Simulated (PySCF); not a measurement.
Computed IR spectrum (relative IR intensity) of a molecule C3H7ClSi. Coordinates come from a PBE-D3(BJ)/def2-SVP optimisation. One conformer was computed; it need not be the lowest. Method: PBE-D3(BJ)/def2-SVP (PySCF). Frequencies are harmonic and unscaled.

Lines under 2 % of the strongest are left out, and lines within 2 cm⁻¹ are merged.

ν (cm⁻¹): 526 (m), 559 (m), 734 (w), 776 (w), 849 (vs), 909 (m), 930 (w), 976 (w), 1396 (vw), 1399 (w), 1646 (m), 2167 (m), 2176 (m), 2959 (w), 3028 (vw), 3075 (w) (against the strongest line: vs over 80 %, s over 45 %, m over 15 %, w over 4 %, vw less)

Identify the compound among the candidates.
(A) C/C([SiH3])=C/Cl
(B) C/C=C/[SiH2]Cl
(C) C=CC[SiH2]Cl
(D) ClC1C[SiH2]C1

B, C/C=C/[SiH2]Cl
